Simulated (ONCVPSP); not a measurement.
# u(r) = r·R(r): atom against pseudo-atom (Ar (Z = 18))

Columns: radius, all-electron u(r) and pseudo u(r) of the 3s shell (level -24.11 eV) of argon in the configuration [Ne] 3s2 3p6; PW91, non-relativistic, ONCV scheme, ONCVPSP 4.0.1.

```csv
r (bohr),all-electron,pseudo
0.062,0.2240,0.0179
0.125,-0.0525,0.0387
0.188,-0.3169,0.0646
0.250,-0.4469,0.0973
0.312,-0.4508,0.1387
0.375,-0.3626,0.1905
0.438,-0.2185,0.2520
0.500,-0.0510,0.3207
0.562,0.1216,0.3953
0.625,0.2886,0.4745
0.688,0.4391,0.5544
0.750,0.5672,0.6308
0.812,0.6742,0.7029
0.875,0.7614,0.7692
0.938,0.8281,0.8263
1.000,0.8750,0.8713
1.062,0.9057,0.9033
1.125,0.9224,0.9217
1.188,0.9266,0.9266
1.250,0.9207,0.9207
1.312,0.9065,0.9065
1.375,0.8855,0.8855
1.438,0.8592,0.8593
1.500,0.8296,0.8296
1.562,0.7973,0.7973
1.625,0.7625,0.7625
```

Problem. How many radial nodes do the two functions have?

Solution. The all-electron 3s function has n − l − 1 = 2; the pseudo-wave has 0, since the states of the same l below it are removed with the core.

Problem. At about which radius was the pseudo-wave matched?

Solution. 1.20 bohr, where the columns begin to agree (steps of 0.06 bohr).

Problem. Is the pseudo-wave norm-conserving?

Solution. Yes: the ONCV scheme keeps the norm inside the radius equal to the all-electron one, which fixes the energy derivative of the logarithmic derivative at the level.
